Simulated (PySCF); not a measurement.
Start geometry of `[O]=[Ru](=[O])(=[O])=[O]` from GFN2-xTB (Å):
```
atom  x, y, z in Å
O1     0.5242   -1.1334    1.0456
Ru2   -0.0040   -0.0040   -0.0056
O3    -0.7367    1.1934    0.7803
O4     1.2916    0.5795   -0.8195
O5    -1.0415   -0.6695   -1.0386
```

Problem. What comes out of this run: PBE0-D3(BJ)/def2-SVP geometry optimisation, gas phase, def2 core potentials past Kr (PySCF)?

Solution. 
```
atom  x, y, z in Å
O1     0.5568   -1.1536    1.0623
Ru2    0.0414   -0.0145   -0.0345
O3    -0.7171    1.2264    0.7728
O4     1.3511    0.5847   -0.8673
O5    -1.0242   -0.7155   -1.1028
```

The energy falls by 0.259 eV over 5 energy and gradient evaluations, the largest force component goes from 0.0531 to 1.3e-04 Eh/bohr, and the atoms move by 0.040 Å rms after alignment. Among the bonds, Ru2=O3 and Ru2=O5 change most and about equally (+0.055 to +0.056 Å). Bonds longer at the end by more than 0.005 Å: 4 of 4; shorter: 0. The orientation of the end geometry is arbitrary; only internal coordinates are fixed.

The run used 87 basis functions and 46 SCF cycles in all.

PBE0-D3(BJ)/def2-SVP frequencies: not computed here.
